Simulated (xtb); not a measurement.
ClZn (SMILES [Cl][Zn]), doublet, at a GFN2-xTB geometry (such geometries of metal compounds can be far from the true shape) (the spin is typed, not shown lowest).

xtb was given this input:
```
$ xtb mol.xyz --gfn 1 --uhf 1 --etemp 3000 --json

# file mol.xyz
2

Zn    -0.00000000    -0.00000000    -0.79897282
Cl     0.00000000     0.00000000     1.40995204
```

Q: Estimate the partial charges in atom order that xtb with GFN1-xTB returns for this input.

A: Zn1 0.29, Cl2 -0.29

Q: What is the computed total energy (a free energy at this electronic temperature) (GFN1-xTB)?

A: -5.0606 Eh

Q: What is the computed dipole moment (GFN1-xTB)?

A: 3.41 D
